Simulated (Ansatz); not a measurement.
Mulliken charges of C$_{3}$H$_{2}$F$_{4}$ (`F/C=C(/F)C(F)F`) from B3LYP/def2-TZVPP in Ansatz (PBE0-D4/def2-TZVP geometry).

```json
{"atom": "F1", "x (Å)": "-1.320", "y (Å)": "1.605", "z (Å)": "0.319", "charge (e)": "-0.191"}
{"atom": "C2", "x (Å)": "-1.385", "y (Å)": "0.279", "z (Å)": "0.228", "charge (e)": "0.097"}
{"atom": "C3", "x (Å)": "-0.300", "y (Å)": "-0.449", "z (Å)": "0.015", "charge (e)": "0.159"}
{"atom": "F4", "x (Å)": "-0.406", "y (Å)": "-1.773", "z (Å)": "-0.070", "charge (e)": "-0.187"}
{"atom": "C5", "x (Å)": "1.082", "y (Å)": "0.083", "z (Å)": "-0.146", "charge (e)": "0.297"}
{"atom": "F6", "x (Å)": "1.896", "y (Å)": "-0.444", "z (Å)": "0.800", "charge (e)": "-0.195"}
{"atom": "F7", "x (Å)": "1.582", "y (Å)": "-0.281", "z (Å)": "-1.351", "charge (e)": "-0.195"}
{"atom": "H8", "x (Å)": "-2.379", "y (Å)": "-0.135", "z (Å)": "0.341", "charge (e)": "0.125"}
{"atom": "H9", "x (Å)": "1.104", "y (Å)": "1.172", "z (Å)": "-0.067", "charge (e)": "0.091"}
```

Q: By hand: the dipole of these point charges (1 e Å = 4.8032 D).

A: Σ q r = (-0.408, 0.236, 0.077) e Å, of length 0.478 e Å = 2.30 D.

Q: How does the dipole of the full density compare? (Best estimate.)

A: Ansatz gave: (-0.378, 0.227, 0.072) e Å, 2.15 D; the point charges give 1.07 times that, at 1° from its direction.

Point charges leave out the atoms' own dipoles, such as those of lone pairs, and Mulliken's split depends on the basis, so the close match here is no proof of good charges.

B3LYP here is the variant with VWN-RPA as its local correlation; programs differ in this.
